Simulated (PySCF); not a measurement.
A structure optimised at PBE0-D3(BJ)/def2-TZVPD, used in a PySCF frequency run:

```
P
O 1 1.4737
```
Charge 0, spin multiplicity 2.

**Question.** Write its SMILES, formula and point group.

**Answer.** O=[P], OP, C∞v

**Question.** What are its rotational constants (standard atomic weights)?

**Answer.** 22.058 GHz (linear rotor, B only)
